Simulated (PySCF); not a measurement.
# Broadened absorption spectrum of C3H5ClOSi

Species: C3H5ClOSi.
Cartesian coordinates in Å at the GFN2-xTB level; atoms count from 1:
```
atom  x, y, z in Å
Cl1    0.0928   -1.7272   -1.7692
C2     0.0509   -1.0235   -0.1067
C3    -1.2033   -0.2341    0.0580
C4    -1.0145    1.0666    0.2217
O5     0.2633    1.5416    0.2625
Si6    1.3898    0.3451    0.1128
H7     0.0927   -1.8831    0.5602
H8    -2.1723   -0.6958   -0.0005
H9    -1.7717    1.8238    0.3442
H10    2.1024    0.2176    1.3773
H11    2.1753    0.5716   -1.0862
```

The calculation used TDDFT B3LYP/def2-SVPD, vertical, gas phase, core orbitals frozen in the response in PySCF.

Computed states:

```
state  E (eV)       f
   S1    5.39   0.059
   S2    5.68   0.032
   S3    5.92  0.0081
   S4    6.16   0.050
   S5    6.41  0.0015
   S6    6.55   0.027
   S7    6.75  0.0070
   S8    7.01  0.0067
```

Each state is given a Gaussian of 0.4 eV full width at half maximum, with ε(max) = 2.175×10⁸ f / Δν̃ (Δν̃ the width in cm⁻¹). The width is an assumption, not a result. The curve ends short of the highest state used, and states not computed would add to its high-energy end.

Q: Give the broadened spectrum and its maxima.

A: 
(E (eV), ε (L mol⁻¹ cm⁻¹)): (4.79, 9), (4.82, 16), (4.86, 33), (4.90, 67), (4.94, 128), (4.97, 201), (5.01, 348), (5.05, 570), (5.09, 885), (5.12, 1188), (5.16, 1677), (5.20, 2244), (5.24, 2850), (5.28, 3440), (5.31, 3836), (5.35, 4258), (5.39, 4528), (5.43, 4634), (5.46, 4615), (5.50, 4485), (5.54, 4273), (5.58, 4018), (5.61, 3814), (5.65, 3541), (5.69, 3276), (5.73, 3028), (5.77, 2812), (5.80, 2683), (5.84, 2574), (5.88, 2558), (5.92, 2645), (5.95, 2775), (5.99, 3013), (6.03, 3285), (6.07, 3537), (6.10, 3680), (6.14, 3776), (6.18, 3745), (6.22, 3596), (6.26, 3363), (6.29, 3162), (6.33, 2901), (6.37, 2685), (6.41, 2537)

Maxima: 228 nm (5.44 eV), ε about 4600, made up of S1 (82%) and S2 (17%); 202 nm (6.15 eV), ε about 3800, made up of S4 (89%) (ε in L mol⁻¹ cm⁻¹; maxima over ε = 5, shares over 10%).

Q: Coming from long wavelengths, where does ε first pass 100 L mol⁻¹ cm⁻¹?

A: At about 252 nm (4.93 eV), 0.46 eV below S1.

Q: On this curve, what absorbance would a 10⁻⁵ mol/L sample give at 254 nm over a 1 cm path?

A: 254 nm is 4.881 eV, where ε is about 49 L mol⁻¹ cm⁻¹, so A = ε c l ≈ 0.00049 (Beer–Lambert, with the gas-phase spectrum and the assumed width).

Q: What would ε be at 5.44 eV, the highest of these maxima, with half the width (0.2 eV)?

A: About 6610 L mol⁻¹ cm⁻¹ against 4640, a factor of about 1.4; a lone state at its own centre would give exactly 2.
